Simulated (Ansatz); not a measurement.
Species: MnF, net charge 0, septet state. The spin state was set by rule; other spins were not relaxed. 
Coordinates optimised at B3LYP-D3(BJ)/def2-TZVP (Ansatz, an electronic-structure program):
SMILES: [F][Mn]
```xyz
2

Mn     0.0000     0.0000    -0.4869
F      0.0000     0.0000     1.3524
```
Charge 0, spin multiplicity 7.

Quantity: atomisation energy (electronic, to ground-state atoms), in kJ/mol. Valence correlation only, unless marked. UHF or UKS for open shells. Spin-orbit coupling is left out. The frozen core is the preceding noble-gas configuration, with the filled d and f shells of earlier blocks. No relativistic terms. The coupled-cluster limit lacks core correlation, which all-electron functionals hold. CBS(X,Y): correlation extrapolated as X^-3; Hartree-Fock from the larger set. The bracket is a focal-point correction in the basis named.

```tsv
level	program	atomisation energy (kJ/mol)	minus last row
PBE-D3(BJ)/def2-TZVPD	Ansatz + dftd3	505.4	52.1
revPBE-D4/def2-TZVPD	Ansatz + dftd4	490.1	36.8
r2SCAN-D3(BJ)/def2-TZVPD	Ansatz + dftd3	505.8	52.5
HSE06/def2-TZVPD	Ansatz	463.2	9.9
RI-MP2/CBS(def2-TZVPPD,def2-QZVPPD)	Ansatz	497.1	43.8
SCS-MP2/def2-TZVPP	Ansatz	443.7	-9.6
CCSD/def2-SVPD	Ansatz	443.2	-10.1
CCSD(T)/def2-SVP	Ansatz	388.3	-65.0
RI-MP2/CBS(def2-TZVPP,def2-QZVPP)+[CCSD(T)-MP2]/def2-SVP	Ansatz	452.8	-0.5
CCSD(T)/CBS(def2-TZVPPD,def2-QZVPPD)	Ansatz	453.3	0.0
```
